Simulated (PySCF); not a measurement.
# Worked example: refractive index and permittivity of the vapour

Se(H)(OMe) (CH4OSe), SMILES CO[SeH].

Geometry optimised at PBE0-D3(BJ)/def2-TZVP. One conformer was computed; it need not be the lowest.

r2SCAN/def2-TZVPD in PySCF gives a mean static polarisability of 48.7 bohr³ and a dipole moment of 1.42 D. Take an ideal gas at 298.15 K and 0.1 bar, whether or not the substance is that volatile.

Q: Work out n − 1 in the optical limit and the static ε − 1.

A: 
Polarisability volume α' = 48.7 × 0.148185 = 7.22 Å³. Number density N = p/kT = 2.43e-6 Å⁻³.
Dilute limit of Lorentz–Lorenz: n − 1 = 2π N α' = 0.00011.
Orientation term of Debye: μ²/(3kT) = 8.098 Å³ × μ²(D²) = 16.33 Å³.
ε − 1 = 4π N (α' + μ²/3kT) = 0.00072. Orientation of the dipole supplies 69 % of the static response; it can't follow optical fields. Vibrational polarisation and dispersion are left out.
